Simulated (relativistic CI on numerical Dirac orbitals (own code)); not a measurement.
# Radial parameters of Ag XLIV

These numbers are calculated, not measured: Dirac-Coulomb-Breit CI, orbitals from a KLI potential per configuration, a model potential for QED, unscaled Slater integrals (own radial code, finite nucleus).

Slater integrals F^k, G^k are unscaled and averaged over j, outside the closed core 1s2; ζ comes from projecting the Hamiltonian with its Breit term on Σ l·s of the shell.

- 2s 2p: G^1(2s,2p) = 919630, ζ(2p) = 1.0781e+06 cm⁻¹; <r>(2s) = 0.1263, <r^2>(2s) = 0.01875, <r>(2p) = 0.1086, <r^2>(2p) = 0.01424 (bohr units).
- 2p2: F^2(2p,2p) = 877090, ζ(2p) = 1.0729e+06 cm⁻¹; <r>(2p) = 0.1087, <r^2>(2p) = 0.01428 (bohr units).
- 2p 3s: ζ(2p) = 1.0927e+06, G^1(2p,3s) = 94655 cm⁻¹; <r>(2p) = 0.1082, <r^2>(2p) = 0.01414, <r>(3s) = 0.291, <r^2>(3s) = 0.09643 (bohr units).

Averages of the first 10 configurations, taken without configuration mixing, which lowers the lowest level and can move excited configurations by several eV; other configurations of the list can lie among them:

```json
{"Configuration": "2s2", "Parity": "even", "States": "1", "Average energy above the lowest level (eV)": "9.6"}
{"Configuration": "2s 2p", "Parity": "odd", "States": "12", "Average energy above the lowest level (eV)": "238.8"}
{"Configuration": "2p2", "Parity": "even", "States": "15", "Average energy above the lowest level (eV)": "505.8"}
{"Configuration": "2p 3s", "Parity": "odd", "States": "12", "Average energy above the lowest level (eV)": "4242.1"}
{"Configuration": "2p 3p", "Parity": "even", "States": "36", "Average energy above the lowest level (eV)": "4316.1"}
{"Configuration": "2s 3s", "Parity": "even", "States": "4", "Average energy above the lowest level (eV)": "4000.6"}
{"Configuration": "2s 3p", "Parity": "odd", "States": "12", "Average energy above the lowest level (eV)": "4077.6"}
{"Configuration": "2s 3d", "Parity": "even", "States": "20", "Average energy above the lowest level (eV)": "4130.8"}
{"Configuration": "2s 4s", "Parity": "even", "States": "4", "Average energy above the lowest level (eV)": "5370.8"}
{"Configuration": "2s 4p", "Parity": "odd", "States": "12", "Average energy above the lowest level (eV)": "5402.5"}
```
